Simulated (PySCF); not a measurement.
# What a mistake does to a calculation on BGeH6Si

All numbers below are calculated, not measured. They come from PySCF 2.14.0, an open-source quantum chemistry program, on an isolated molecule that a program drew, which may never have been made. The molecule is BGeH6Si (charge 0, doublet), drawn as the SMILES string `[SiH3][BH][GeH2]`.

Each row is a Hartree-Fock (HF) and frozen-core CCSD(T) single point in the cc-pV(D+d)Z basis, meant for a local HF minimum. Run 1 is clean. Each other run has one planted mistake out of seven kinds, and not every kind appears here: one electron removed, one electron added, multiplicity raised by two, geometry at a saddle point, minimal basis STO-3G, one bond length entered in bohr, all coordinates scaled. The reference is restricted for singlets and unrestricted otherwise, and also for a bond in bohr. Adding or removing an electron swaps singlet and doublet. Electrons count all cores. HOMO and LUMO are orbital energies over both spins, the gradient is its largest component, and the lowest frequency (negative if imaginary) is given only where the gradient is small. Bond lengths are over the 8 bonds as drawn. T1 is the CCSD diagnostic: over 0.02 (restricted) or 0.045 (unrestricted) a single reference is doubtful. Germanium has the cc-pVDZ-PP basis, with a core potential (ECP10MDF) in place of its 10 inner electrons, and its 3s, 3p and 3d shells are frozen in CCSD(T).

Geometry of the clean run:
```xyz
9
BGeH6Si, angstrom
Si   -0.0144    0.3718   -0.0832
B    -0.3209   -0.7768   -1.7329
Ge   -1.6704   -2.2405   -1.8227
H    -0.8981    0.0009    1.0511
H    -0.2609    1.8008   -0.4086
H     1.3946    0.2409    0.3710
H     0.3263   -0.5925   -2.7252
H    -1.9254   -3.1200   -3.0444
H    -2.5924   -2.6324   -0.6711
```

| run | electrons | basis functions | <S^2> | HOMO (eV) | LUMO (eV) | gradient (hartree/bohr) | lowest frequency (cm^-1) | mean bond (Å) | longest bond (Å) | T1 | HF (hartree) | CCSD(T) (hartree) | mistake |
|---|---|---|---|---|---|---|---|---|---|---|---|---|---|
| 1 | 57 | 90 | 0.759 | -8.24 | 0.15 | 3.1e-05 | 82 | 1.5920 | 2.033 | 0.0170 | -610.43116 | -610.77036 | no fault |
| 2 | 57 | 90 | 1.630 | -8.15 | -0.07 | 8.9e-03 | - | 1.7618 | 2.885 | 0.0468 | -610.32696 | -610.65858 | one bond length entered in bohr |
| 3 | 57 | 90 | 3.779 | -5.84 | -2.01 | 3.9e-02 | - | 1.5920 | 2.033 | 0.0271 | -610.28325 | -610.61150 | multiplicity raised by two |
| 4 | 56 | 90 | 0.000 | -16.23 | -6.82 | 3.5e-02 | - | 1.5920 | 2.033 | 0.0150 | -610.15510 | -610.47383 | one electron removed |
| 5 | 58 | 90 | 0.000 | -1.32 | 7.20 | 3.0e-02 | - | 1.5920 | 2.033 | 0.0192 | -610.45104 | -610.83263 | ? |
| 6 | 57 | 90 | 0.758 | -8.41 | 0.10 | 3.0e-02 | - | 1.5171 | 1.938 | 0.0151 | -610.41374 | -610.75073 | ? |

**Which mistake was planted in run 5, and what did it cost?**

It counts 58 electrons, one more than the clean run, at the same geometry and basis. So the mistake is: one electron added. Subtracting run 1 and multiplying by 627.51 kcal/mol a hartree, the energy moved by -12.5 kcal/mol in HF and -39.1 kcal/mol in CCSD(T).

**Which mistake was planted in run 6, and what did it cost?**

The mean and the longest bond both change by the same factor, 0.953, and the gradient is no longer small. So the mistake is: all coordinates scaled. Subtracting run 1 and multiplying by 627.51 kcal/mol a hartree, the energy moved by 10.9 kcal/mol in HF and 12.3 kcal/mol in CCSD(T).

Cautions from the logs. Run 2: T1 is over the limit, so its CCSD(T) energy is less reliable.
